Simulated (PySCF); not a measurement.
Sn (tin, neutral) across methods

[Kr] 4d10 5s2 5p2, high-spin 3P determinant. All numbers are calculated (PySCF 2.14, the non-relativistic Hamiltonian (point nucleus), in dyall-av2z (22s16p12d, 130 functions)).

```tsv
method	E (hartree)	mean ε 5s α (eV)	mean ε 5s β (eV)	mean ε 5p α (eV)	Σ⟨r²⟩ (bohr²)	⟨S²⟩
M06-2X	-6025.79	-12.599	-10.057	-5.882	62.38	2.007
TPSS	-6025.09	-10.342	-8.932	-4.289	62.14	2.003
PBE0	-6025.04	-11.562	-9.884	-5.118	62.14	2.004
UHF	-6022.92745	-14.840	-11.227	-7.324	63.24	2.013
r2SCAN	-6025.41	-10.651	-9.153	-4.502	61.99	2.006
PBE	-6024.87	-10.219	-9.090	-4.202	62.37	2.002
B97-3	-6025.06	-11.502	-9.858	-5.023	62.37	2.004
```

Problem. Estimate the same row for LDA.

Solution. E (hartree) = -6019.96; mean ε 5s α (eV) = -10.433; mean ε 5s β (eV) = -9.449; mean ε 5p α (eV) = -4.251; Σ⟨r²⟩ (bohr²) = 62.03; ⟨S²⟩ = 2.001.

A non-relativistic calculation at this Z misses sizeable relativistic shifts.
